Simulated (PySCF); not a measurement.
CH6N2Si2, SMILES N[Si@H]1C=N[SiH2]1.

Geometry: B3LYP-D3(BJ)/def2-SVP. The structure was generated by enumeration; whether it is a known compound was not checked. One conformer was computed; it need not be the lowest.

Computed with CAM-B3LYP/def2-TZVP (PySCF).

The molecule is in vacuum.

```yaml
total_energy: -730.21632 hartree
highest_occupied_level: -7.88 eV
lowest_empty_level: 0.11 eV
orbital_gap: 7.99 eV
dipole_moment: 3.26 D
quadrupole, principal values (traceless, Buckingham form, about the centre of nuclear charge): -6.63, 1.30, 5.33 D·Å
mean_static_polarisability: 76.3 bohr³ (11.31 Å³)
polarisability_principal_values: 62.7, 72.0, 94.2 bohr³
```
